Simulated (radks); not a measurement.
Results of a calculation; reference values are marked as such.
Question: All-electron atom: Rb XXV in [Ne] 3s2 3p1 (the NIST ground configuration). Code: a radial shooting solver on a logarithmic mesh with Libxc functionals. Model: scalar-relativistic Kohn-Sham, PBEsol, spin-polarised, spherical densities, finite nucleus; open shells are filled with parallel spins first (spin-orbit coupling, left out, can overturn this in heavy ions); Fermi nuclear charge, rms radius 4.2036 fm. Some entries of the table are withheld. Estimate them.

orbital  occ.  eigenvalue (hartree)  r(max) (bohr)
1s up       1             -593.3131        0.02630
1s down     1             -593.2583        0.02630
2s up       1             -113.1713         0.1486
2s down     1             -113.1220         0.1487
2p up       3             -105.2125         0.1187
2p down     3             -105.1484         0.1187
3s up       1                   (1)            (2)
3s down     1                   (3)            (4)
3p up       1             -40.44501         0.3954
3p down     0             -40.20075         0.3953
3d up       0             -37.02081         0.3204
3d down     0             -36.81336         0.3191
4s up       0             -22.26742         0.8250
4s down     0             -22.17997         0.8265

Answer: 
(1) 3s up eigenvalue (hartree): -42.97950
(2) 3s up r(max) (bohr): 0.4097
(3) 3s down eigenvalue (hartree): -42.73352
(4) 3s down r(max) (bohr): 0.4098
